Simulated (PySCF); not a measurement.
HLiO, triplet, geometry from GFN2-xTB (such geometries of metal compounds can be far from the true shape) (a higher spin typed on purpose: for a closed-shell molecule this is an excited state). Base run: CASSCF(4,6)/6-31G* (PySCF).

The PySCF input:
```python
from pyscf import gto, scf, mcscf
import numpy

mol = gto.Mole()
mol.atom = '''
    Li   -0.000000   -0.000000   -1.628203
    O     0.000000    0.000000    0.435993
    H     0.000000    0.000000    1.396669
'''
mol.basis = '6-31g*'
mol.charge = 0
mol.spin = 2
mol.verbose = 3
mol.build()

mf = scf.ROHF(mol)
mf.kernel()
mc = mcscf.CASSCF(mf, 6, 4)
mc.fix_spin_(ss=2.0)
mc.kernel()
occ = numpy.linalg.eigvalsh(mc.fcisolver.make_rdm1(mc.ci, mc.ncas, mc.nelecas))[::-1]
ss = mc.fcisolver.spin_square(mc.ci, mc.ncas, mc.nelecas)[0]
print('natural occupations', occ.round(4), ' <S^2>', round(ss, 4))
```

Each row names what was changed in the base input (with any setting that the change needs).

| change | ΔE vs base (mEh) | natural occupations | <S^2> of the state |
|---|---|---|---|
| base | 0.000 | 1.99 1.00 1.00 0.01 0.00 0.00 | 2.00 |
| correction = SC-NEVPT2 | -120.7 | 1.99 1.00 1.00 0.01 0.00 0.00 | 2.00 |
| fix_spin_ = off | 0.000 | 1.99 1.00 1.00 0.01 0.00 0.00 | 2.00 |
| active space = 4 electrons, 4 orbitals | 13.687 | 1.99 1.00 1.00 0.01 | 2.00 |
| solver = newton | 0.000 | 1.99 1.00 1.00 0.01 0.00 0.00 | 2.00 |
| state_average = 2 states | 0.210 | - | - |
| active space = 6 electrons, 8 orbitals | -41.417 | 1.98 1.97 1.00 0.99 0.02 0.01 0.01 0.00 | 2.00 |
| orbitals = fixed (CASCI); correction = SC-NEVPT2 | -118.6 | 2.00 1.00 1.00 0.00 0.00 0.00 | 2.00 |
| active space = 2 electrons, 3 orbitals | 24.412 | 1.00 1.00 0.00 | 2.00 |
| orbitals = fixed (CASCI) | 24.255 | 2.00 1.00 1.00 0.00 0.00 0.00 | 2.00 |
| active space = 8 electrons, 8 orbitals | -40.007 | 2.00 1.98 1.98 1.00 1.00 0.02 0.01 0.01 | 2.00 |

Active orbitals are taken around the Fermi level unless the row says otherwise; CASSCF can end in different local minima, and two programs can end on different orbitals. State-averaged rows give the lowest state.

Open shells are given as the SCF converged; they aren't shown to be the lowest states, and a large step between rows can be another state.
